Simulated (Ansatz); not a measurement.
`FC1=C(F)[SiH2]1` and `FC1=C[SiH2]1` differ in one atom or group.

Ansatz, PBE0-D4/def2-TZVP geometries, multiplicity 1. 

```csv
property,`FC1=C(F)[SiH2]1`
HOMO energy (PBE/def2-TZVPP) / eV,-6.67
HOMO–LUMO gap (B3LYP/def2-TZVPP) / eV,6.82
HOMO–LUMO gap (ωB97M-V/def2-TZVPP) / eV,11.23
LUMO energy (B3LYP/def2-TZVPP) / eV,-0.88
LUMO energy (PBE/def2-TZVPP) / eV,-1.49
LUMO energy (ωB97M-V/def2-TZVPP) / eV,1.12
```

(1) What does the change do to each property? (Best estimate.)

Answers

(1) Computed: 
| property | `FC1=C[SiH2]1` | shift |
| --- | --- | --- |
| HOMO energy (PBE/def2-TZVPP) / eV | -6.87 | -0.20 |
| HOMO–LUMO gap (B3LYP/def2-TZVPP) / eV | 7.24 | 0.42 |
| HOMO–LUMO gap (ωB97M-V/def2-TZVPP) / eV | 11.64 | 0.41 |
| LUMO energy (B3LYP/def2-TZVPP) / eV | -0.59 | 0.29 |
| LUMO energy (PBE/def2-TZVPP) / eV | -1.20 | 0.29 |
| LUMO energy (ωB97M-V/def2-TZVPP) / eV | 1.39 | 0.27 |

With PBE0 the HOMO falls by 0.13 eV and the LUMO rises by 0.30 eV, so the gap widens by about 0.43 eV. PBE moves the HOMO by -0.20 eV and ωB97M-V by -0.14 eV.

B3LYP here is the variant with VWN-RPA as its local correlation; programs differ in this.
